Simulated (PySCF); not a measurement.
The PySCF input:
```python
from pyscf import gto, scf, dft

mol = gto.M(
    atom='''
Si    0.308518    0.064522   -0.548675
S    -1.556382    1.241005   -0.357857
C    -0.939855    2.811125   -0.192252
S    -0.321198   -2.110105   -0.225677
C    -1.792081   -2.140596   -0.954534
S     1.673473    0.817618    0.774583
C     2.769678   -0.614244    1.168061
H     0.735382    0.128516   -1.801744
H    -0.460750    3.189709   -0.984873
H    -1.883608    3.689083    0.036442
H    -0.011394    2.896643    0.737700
H    -1.619077   -2.018726   -1.958594
H    -2.294709   -3.122987   -0.653035
H    -2.577980   -1.398013   -0.624990
H     3.380586   -0.375492    1.643529
H     3.253274   -0.901195    0.101135
H     2.197668   -1.611881    1.087570
''',
    basis='sto-3g',
    charge=0,
    spin=0,
    verbose=4,
)

mf = dft.RKS(mol)
mf.xc = 'r2scan'
mf.kernel()
g = mf.nuc_grad_method()
grad = g.kernel()
```

Question: What does this run give for the HOMO-LUMO gap, nuclear repulsion energy, Mulliken (on the basis functions themselves) charges in atom order, total energy, dipole moment, HOMO energy?

Answer: 
```
Property                                                                                                                                                                                                                            Value
------------------------------------------------------------------  ---------------------------------------------------------------------------------------------------------------------------------------------------------------------
HOMO-LUMO gap                                                                                                                                                                                                                     5.19 eV
nuclear repulsion energy                                                                                                                                                                                                      642.1233 Eh
Mulliken (on the basis functions themselves) charges in atom order  Si1 0.39, S2 0.01, C3 -0.29, S4 0.00, C5 -0.36, S6 -0.01, C7 -0.37, H8 -0.12, H9 0.09, H10 0.05, H11 0.03, H12 0.09, H13 0.09, H14 0.08, H15 0.15, H16 0.07, H17 0.10
total energy                                                                                                                                                                                                                -1586.0814 Eh
dipole moment                                                                                                                                                                                                                      1.30 D
HOMO energy                                                                                                                                                                                                                      -1.99 eV
```
